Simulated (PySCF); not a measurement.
A GIAO shielding run with PySCF (density fitting, non-relativistic, gas phase) on SMILES CCCN([SiH2]C#N)C(C)=O, C6H12N2OSi:

```
$ OMP_NUM_THREADS=1 python probes_run.py task.json out

{"job": {"kind": "nmr", "xc": "PBE0", "basis": "pcSseg-1"}, "charge": 0, "multiplicity": 1}
C      2.902106    -0.591920     0.212327
C      1.545946    -0.057306    -0.228673
C      0.479889    -0.266201     0.850143
N     -0.799706     0.245882     0.436758
Si    -1.414853     1.904640     0.557558
C     -1.411135     2.653217    -1.149587
N     -1.366741     3.124258    -2.191890
C     -1.735358    -0.425249    -0.241302
C     -1.591941    -1.881844    -0.559816
O     -2.721350     0.240661    -0.558759
H      2.845518    -1.657796     0.424235
H      3.240083    -0.082480     1.111741
H      3.642128    -0.437105    -0.568581
H      1.233354    -0.556771    -1.148352
H      1.615677     1.010861    -0.444739
H      0.393157    -1.329565     1.090712
H      0.775224     0.264888     1.758444
H     -0.303236     2.564672     1.263050
H     -2.659340     2.019335     1.294135
H     -0.678642    -2.060723    -1.122946
H     -1.552259    -2.461596     0.361415
H     -2.448931    -2.200472    -1.146722
```

Hardware: 1 thread of an Arm Neoverse N1, shared host. The job also computes population analyses, field gradients.

Task: How large is the calculation?

Result: 84 electrons, 237 basis functions and 1240 auxiliary functions.

Task: How long does it take, and how much memory does it need?

Result: 110 s of wall time, with 16 SCF cycles and 5 response iterations; peak memory 1.1 GiB. Times on a shared host scatter by some tens of per cent.
